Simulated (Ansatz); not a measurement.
Input file for Ansatz (a program for electronic structure): U-PBE/def2-TZVPP on YO, 2S+1 = 2, a spin state set in the input, which need not be the lowest, a point of a bond scan (R = 1.789 Å). Elements past Kr take the def2 small-core potentials; no spin–orbit coupling.

Ansatz 0.2 input:
```yaml
crystal:
  periodic: [false, false, false]
  atoms:
    - {symbol: Y, position_ang: [0.00000000, 0.00000000, 0.00000000]}
    - {symbol: O, position_ang: [0.00000000, 0.00000000, 1.78888800]}
basis:
  gaussian:
    orbitals: def2-TZVPP
    pivot_positions_ang: [[0.00000000, 0.00000000, 0.00000000], [0.00000000, 0.00000000, 1.78888800]]
hamiltonian:
  xc: {name: PBE}
magnetization: {spin_polarized: true, initial_magnetization: 1}
output: {forces: true, orbitals: {seedname: ./end}}
```

### Question
Predict the final total energy.

### Answer
-113.5187 hartree.
